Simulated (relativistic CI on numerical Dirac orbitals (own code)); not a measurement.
# Slater and spin-orbit integrals, Hf XXI

These numbers are calculated, not measured: Dirac-Coulomb-Breit CI, KLI orbitals optimised for each configuration, QED by a radiative potential, unscaled Slater integrals (own radial code, finite nucleus).

Slater integrals F^k, G^k are unscaled and averaged over j, outside the closed core [Ar] 3d10 4p6 4d10; ζ comes from projecting the Hamiltonian with its Breit term on Σ l·s of the shell.

- 4s2 4f6: F^2(4f,4f) = 202730, F^4(4f,4f) = 130930, F^6(4f,4f) = 95350, ζ(4f) = 5504.1 cm⁻¹; <r>(4f) = 0.5061, <r^2>(4f) = 0.2977 (bohr units).
- 4s2 4f5 5s: F^2(4f,4f) = 205430, F^4(4f,4f) = 132780, F^6(4f,4f) = 96733, ζ(4f) = 5680, G^3(4f,5s) = 32704 cm⁻¹; <r>(4f) = 0.5005, <r^2>(4f) = 0.291, <r>(5s) = 0.8878, <r^2>(5s) = 0.8774 (bohr units).
- 4s2 4f4 5s2: F^2(4f,4f) = 208410, F^4(4f,4f) = 134840, F^6(4f,4f) = 98271, ζ(4f) = 5858.3 cm⁻¹; <r>(4f) = 0.4945, <r^2>(4f) = 0.2837 (bohr units).

Averages of the first 6 configurations, taken without configuration mixing, which lowers the lowest level and can move excited configurations by several eV; other configurations of the list can lie among them:

```json
{"Configuration": "4s2 4f6", "Parity": "even", "States": "3003", "Average energy above the lowest level (eV)": "19.4"}
{"Configuration": "4s2 4f5 5s", "Parity": "odd", "States": "4004", "Average energy above the lowest level (eV)": "64.6"}
{"Configuration": "4s2 4f4 5s2", "Parity": "even", "States": "1001", "Average energy above the lowest level (eV)": "118.1"}
{"Configuration": "4s2 4f5 6s", "Parity": "odd", "States": "4004", "Average energy above the lowest level (eV)": "262.9"}
{"Configuration": "4s 4f7", "Parity": "odd", "States": "6864", "Average energy above the lowest level (eV)": "559.7"}
{"Configuration": "4f8", "Parity": "even", "States": "3003", "Average energy above the lowest level (eV)": "1102.3"}
```
